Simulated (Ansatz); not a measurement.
Start from `OB(O)S[SiH3]` and change one atom or group to get `[CH3][GeH2][B](O)O`.

Ansatz, PBE0-D4/def2-TZVP geometries, multiplicity 1. Each molecule was computed in one conformer, which needn't be the lowest.

Scalar relativity is left out up to krypton.

```tsv
property	`OB(O)S[SiH3]`
LUMO energy (PBE/def2-TZVPP) / eV	-1.07
HOMO–LUMO gap (PBE/def2-TZVPP) / eV	5.44
size of the dipole moment (B3LYP/def2-TZVPP) / D	1.88
HOMO energy (PBE/def2-TZVPP) / eV	-6.51
size of the dipole moment (ωB97M-V/def2-TZVPP) / D	1.88
HOMO–LUMO gap (B3LYP/def2-TZVPP) / eV	7.06
```

(1) What does the change do to each property? (Estimate.)

Answers

(1) Ansatz gave: 
| property | `[CH3][GeH2][B](O)O` | shift |
| --- | --- | --- |
| LUMO energy (PBE/def2-TZVPP) / eV | -1.03 | 0.04 |
| HOMO–LUMO gap (PBE/def2-TZVPP) / eV | 5.43 | -0.01 |
| size of the dipole moment (B3LYP/def2-TZVPP) / D | 1.82 | -0.06 |
| HOMO energy (PBE/def2-TZVPP) / eV | -6.46 | 0.05 |
| size of the dipole moment (ωB97M-V/def2-TZVPP) / D | 1.82 | -0.06 |
| HOMO–LUMO gap (B3LYP/def2-TZVPP) / eV | 7.13 | 0.07 |

Dipoles are sizes alone; their direction can turn.

B3LYP here is the variant with VWN-RPA as its local correlation; programs differ in this.

Positive LUMOs are unbound, so they and the gaps depend on the basis.
